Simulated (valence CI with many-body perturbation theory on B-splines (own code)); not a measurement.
# Tc XXIII: what the settings do

Calculated by valence CI with perturbative core correlation (CI+MBPT): three valence electrons over a frozen Dirac-Fock core [Ar], radial functions for each j: 6 s, 6 p, 5 d, 5 f, 1 g, with the one-electron correlation potential Σ1 (screened to all orders), the two-electron term Σ2, the three-electron term Σ3, Breit, model QED; selected single and double excitations, second order for the rest, scaled by the run's own slope (own B-spline code, finite nucleus).

No measured levels were compared; by estimate terms of the open shell hold to 2 to 4 % of their energy, and close levels can change places. Only levels of the ground parity were solved; by the run's estimate the other parity begins above the list, which can be wrong where configurations are misplaced.

The reference run has the lowest level 3d3 4F_3/2 and an ionisation energy of 1033.23 eV. Its largest variational space holds 2221 state functions.

Names give the largest LS component (configuration and term), which can be under half, so a name can repeat, a term be missing and a line seem to break the LS rules; names also repeat where a configuration has a term twice. Letters in brackets count levels of one name in rising energy.

Changed runs:
A. Breit term on → off; QED terms on → off; shift of the energy in Σ1 (hartree) 0 → -10.417
B. QED terms on → off
C. logarithmic knot step 0.27 → 0.2
D. correlating orbitals by l 3 3 3 3 1 → 0 0 0 0 0 (bad on purpose)

Excitation energies of the reference run in cm⁻¹, and shifts in cm⁻¹:

```tsv
Level	Reference	A	B	C	D
3d3 4F_5/2	19908	+4004	-84	+0.1	-229
3d3 4F_7/2	37591	+6826	-134	+0.1	-205
3d3 4F_9/2	51286	+8004	-148	+0.1	+23
3d3 4P_3/2	62691	+1937	-43	+0.1	+1213
3d3 4P_1/2	70425	+3525	-77	+0.1	+945
3d3 2G_7/2	88630	+7219	-145	+0.2	+998
3d3 2H_9/2	92474	+8216	-150	+0.2	+861
3d3 4P_5/2	96808	+7285	-162	+0.2	+864
3d3 2D_3/2 [a]	109138	+7538	-175	+0.2	+1461
3d3 2P_1/2	116735	+8209	-186	+0.2	+1642
3d3 2H_11/2	126285	+10672	-194	+0.2	+1193
3d3 2D_5/2 [a]	134634	+9779	-214	+0.2	+1797
Ionisation energy (eV)	1033.23	-4.67	-0.039	+0.0015	-0.10
```
